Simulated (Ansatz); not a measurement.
**ClH4In2Si+: where a starting geometry ends**

The starting geometry of this gas-phase singlet was optimised with GFN2-xTB.

```xyz
8

Cl    1.9656    0.1224   -3.0169
In    3.7650    1.6914   -3.9525
In    0.1740   -1.5772   -2.7183
Si   -0.0178   -1.3226    0.0303
H    -0.8906   -0.4989    0.9004
H     0.8946   -1.8682    1.0650
H     0.9598   -3.0260   -3.1438
H    -1.1537   -0.8760   -3.5179
```

Predict what becomes of its bonds when it is optimised with BLYP-D3(BJ)/def2-SVP.

It rearranges, giving a structure with Cl1 bridging In2 and Si4, given below by its coordinates. Distances that change by over a tenth: Cl1–In2 (2.56 → 2.86 Å). Contacts that open: Cl1–In3 (2.49 → 4.04 Å). Contacts that close: Cl1–Si4 (3.91 → 2.22 Å).

The energy falls by 1.22 eV over 74 steps:

| step | E − E(last) (eV) |
| --- | --- |
| 1 | 1.217 |
| 9 | 0.318 |
| 17 | 0.118 |
| 25 | 0.034 |
| 33 | 0.013 |
| 42 | 0.010 |
| 50 | 0.005 |
| 58 | 0.002 |
| 66 | 0.000 |
| 74 | 0.000 |

Final geometry (Å):

```xyz
8

Cl    2.2480    0.4169   -2.7314
In    3.8813    0.7100   -0.4077
In   -0.6117   -2.4366   -2.6440
Si    0.6282   -0.3645   -1.4338
H    -0.1133    0.8866   -1.0614
H     1.4735   -0.6892   -0.2039
H     0.1870   -2.8947   -4.1074
H    -1.9962   -2.9836   -1.7641
```

Frequencies at the end are all real (lowest 23 cm⁻¹). Atoms past krypton carry core potentials, without spin–orbit terms. Run with Ansatz 0.2.0, 98 s on 2 threads of Intel(R) Xeon(R) Platinum 8488C (Sapphire Rapids), on a shared host.
